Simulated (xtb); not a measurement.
C$_{3}$H$_{3}$N$_{2}$, doublet, from a rough starting geometry; GFN2-xTB run with xtb.

Input for xtb:
```
$ xtb mol.xyz --gfn 2 --uhf 1 --opt vtight --json

# file mol.xyz
8

C      0.40868226    -0.99079119     0.62711744
C      1.23659014    -0.19490803    -0.03379616
N      0.68871008     0.89058355    -0.58513418
C     -0.64300051     0.66743299    -0.31796356
N     -0.91333665    -0.46770543     0.40783914
H      2.32914403    -0.26441102    -0.07414635
H     -1.39737193     1.35463965    -0.59868844
H     -1.73799771    -0.85329767     0.68481887
```

Output, abridged:

```
   ID    Z sym.   atoms
    1    6 C      1, 2, 4
    2    7 N      3, 5
    3    1 H      6-8

           -------------------------------------------------
          |                Calculation Setup                |
           -------------------------------------------------

           -------------------------------------------------
          |                 G F N 2 - x T B                 |
           -------------------------------------------------

          ...................................................
          :                      SETUP                      :
          :.................................................:
          :  # basis functions                  23          :
          :  # atomic orbitals                  23          :
          :  # shells                           13          :
          :  # electrons                        25          :
          :  max. iterations                   250          :
          :  Hamiltonian                  GFN2-xTB          :
          :  restarted?                      false          :
          :  GBSA solvation                  false          :
          :  PC potential                    false          :
          :  electronic temp.          300.0000000     K    :
          :  accuracy                    1.0000000          :
          :  -> integral cutoff          0.2500000E+02      :
          :  -> integral neglect         0.1000000E-07      :
          :  -> SCF convergence          0.1000000E-05 Eh   :
          :  -> wf. convergence          0.1000000E-03 e    :
          :  Broyden damping             0.4000000          :
          :  net charge                          0          :
          :  unpaired electrons                  1          :
          ...................................................

 iter      E             dE          RMSdq      gap      omega  full diag
   1    -13.7829184 -0.137829E+02  0.444E+00    4.21       0.0  T
   2    -13.8506251 -0.677068E-01  0.310E+00    3.27       1.0  T
   3    -13.8597168 -0.909167E-02  0.179E+00    3.55       1.0  T
   4    -13.8471005  0.126163E-01  0.116E+00    3.20       1.0  T
   5    -13.8609742 -0.138737E-01  0.199E-01    3.52       1.0  T
   6    -13.8610926 -0.118370E-03  0.110E-01    3.45       1.0  T
   7    -13.8611336 -0.409711E-04  0.482E-02    3.47       1.0  T
   8    -13.8611383 -0.472898E-05  0.228E-02    3.47       1.6  T
   9    -13.8611404 -0.207026E-05  0.103E-02    3.48       3.4  T
  10    -13.8611410 -0.605203E-06  0.150E-03    3.48      23.6  T
  11    -13.8611410 -0.201548E-08  0.500E-04    3.48      70.7  T
  12    -13.8611410 -0.165517E-08  0.121E-04    3.48     291.6  T

   *** convergence criteria satisfied after 12 iterations ***

         :::::::::::::::::::::::::::::::::::::::::::::::::::::
         ::                     SUMMARY                     ::
         :::::::::::::::::::::::::::::::::::::::::::::::::::::
         :: total energy             -13.663575860562 Eh    ::
         :: gradient norm              0.185093738000 Eh/a0 ::
         :: HOMO-LUMO gap              3.475661713167 eV    ::
         ::.................................................::
         :: SCC energy               -13.861140473360 Eh    ::
         :: -> isotropic ES            0.009430306513 Eh    ::
         :: -> anisotropic ES          0.002739450527 Eh    ::
         :: -> anisotropic XC          0.008656386243 Eh    ::
         :: -> dispersion             -0.004316415815 Eh    ::
         :: repulsion energy           0.197564612797 Eh    ::
         :: add. restraining           0.000000000000 Eh    ::
         :: total charge               0.000000000000 e     ::
         :::::::::::::::::::::::::::::::::::::::::::::::::::::

      -----------------------------------------------------------
     |                   =====================                   |
     |                        A N C O P T                        |
[...]
 * total energy  :   -13.6635759 Eh     change       -0.6994938E-10 Eh
 * total energy  :   -13.6800677 Eh     change       -0.1649186E-01 Eh
 * total energy  :   -13.6829446 Eh     change       -0.2876887E-02 Eh
 * total energy  :   -13.6830832 Eh     change       -0.1385853E-03 Eh
 * total energy  :   -13.6831011 Eh     change       -0.1786659E-04 Eh
 * total energy  :   -13.6831098 Eh     change       -0.8779838E-05 Eh
 * total energy  :   -13.6831114 Eh     change       -0.1533660E-05 Eh
 * total energy  :   -13.6831118 Eh     change       -0.3955785E-06 Eh
 * total energy  :   -13.6831118 Eh     change       -0.1980803E-07 Eh
   *** GEOMETRY OPTIMIZATION CONVERGED AFTER 9 ITERATIONS ***
         :: total energy             -13.683111789871 Eh    ::
[...]
         8        2.0000           -0.4952216             -13.4757
         9        2.0000           -0.4748498             -12.9213
        10        2.0000           -0.4392827             -11.9535
        11        2.0000           -0.4053906             -11.0312
        12        2.0000           -0.3888205             -10.5803
        13        1.0000           -0.3532649              -9.6128 (HOMO)
        14                         -0.2079309              -5.6581 (LUMO)
        15                         -0.1660063              -4.5173
        16                          0.0271725               0.7394
        17                          0.1292379               3.5167
        18                          0.1797830               4.8921
        19                          0.2159839               5.8772
        20                          0.2749938               7.4830
        21                          0.4226153              11.4999
        22                          0.5114607              13.9176
        23                          0.5810778              15.8119
      -------------------------------------------------------------
                  HL-Gap            0.1453340 Eh            3.9547 eV
             Fermi-level           -0.3258203 Eh           -8.8660 eV

     #   Z          covCN         q      C6AA      α(0)
     1   6 C        2.163    -0.071    32.555     9.226
     2   6 C        3.085     0.026    27.319     8.568
     3   7 N        1.959    -0.217    26.549     7.641
     4   6 C        3.126     0.084    25.938     8.339
     5   7 N        2.802    -0.074    22.681     7.073
     6   1 H        0.927     0.047     2.360     2.402
     7   1 H        0.926     0.039     2.455     2.450
     8   1 H        0.860     0.165     1.304     1.789

 Mol. C6AA /au·bohr⁶  :        909.075808
 Mol. C8AA /au·bohr⁸  :      21712.833291
 Mol. α(0) /au        :         47.489003

Wiberg/Mayer (AO) data.
largest (>0.10) Wiberg bond orders for each atom

 ---------------------------------------------------------------------------
     #   Z sym  total        # sym  WBO       # sym  WBO       # sym  WBO
 ---------------------------------------------------------------------------
     1   6 C    3.223 --     2 C    1.596     5 N    1.222     3 N    0.246
                             4 C    0.143
     2   6 C    3.957 --     1 C    1.596     3 N    1.270     6 H    0.970
     3   7 N    3.161 --     4 C    1.511     2 C    1.270     1 C    0.246
                             5 N    0.109
     4   6 C    3.955 --     3 N    1.511     5 N    1.272     7 H    0.964
                             1 C    0.143
     5   7 N    3.603 --     4 C    1.272     1 C    1.222     8 H    0.944
                             3 N    0.109
     6   1 H    0.998 --     2 C    0.970
     7   1 H    0.998 --     4 C    0.964
     8   1 H    0.973 --     5 N    0.944
 ---------------------------------------------------------------------------

Topologies differ in total number of bonds
Writing topology from bond orders to xtbtopo.mol

molecular dipole:
                 x           y           z       tot (Debye)
 q only:       -0.663      -0.238       0.214
   full:       -1.091      -0.332       0.317       3.008
molecular quadrupole (traceless):
                xx          xy          yy          xz          yz          zz
 q only:        2.746      -0.167      -1.422      -0.397       0.040      -1.324
  q+dip:        5.097       0.066      -2.793      -0.922       0.288      -2.304
   full:        4.251      -0.162      -2.639      -0.576       0.856      -1.612

optimized geometry written to: xtbopt.xyz

           -------------------------------------------------
          | TOTAL ENERGY              -13.683111789871 Eh   |
          | GRADIENT NORM               0.000076694672 Eh/α |
          | HOMO-LUMO GAP               3.954738995816 eV   |
           -------------------------------------------------
```
